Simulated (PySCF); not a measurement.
Which level of theory gave which numbers?

C3H3F2NSi.
InChI=1S/C3H3F2NSi/c1-3(2-6)7(4)5/h7H,1H2

The closed-shell ground state was solved 5 times with PySCF (density fitting, gas phase), always in the pcSseg-1 basis (141 functions), with these functionals: B3LYP, B97-D, CAM-B3LYP, LC-wPBE and PBE0. The structure is a single PBE0-D3(BJ)/def2-SVP conformer in the gas phase; no vibrational or solvent corrections.

```
row  total energy (Eh)  HOMO (eV)  LUMO (eV)  dipole (D)
  P          -659.8682      -7.66      -3.19        3.09
  Q          -660.1296      -8.63      -2.57        3.17
  R          -659.5820      -8.89      -2.39        3.21
  S          -659.9830     -10.15      -1.21        3.23
  T          -659.7750     -11.56      -0.10        3.28
```

Problem. Which functional belongs to which row?

Solution. P = B97-D, Q = B3LYP, R = PBE0, S = CAM-B3LYP, T = LC-wPBE. By rising HOMO–LUMO gap: B97-D (GGA) 4.47 eV; B3LYP (global hybrid, 20 % exact exchange) 6.06 eV; PBE0 (global hybrid, 25 % exact exchange) 6.50 eV; CAM-B3LYP (range-separated hybrid) 8.94 eV; LC-wPBE (range-separated hybrid) 11.46 eV. Total energies of different functionals aren't bounds to one another; each is stationary for its own functional.

Shape of the structure used: `[CH2:1]=[C:2]([C:3]#[N:4])[SiH:5]([F:6])[F:7]`: C1–C2–Si5–F6 -3°.

Note: B97-D ran without an empirical dispersion term, which enters the total energy and its gradient alone.
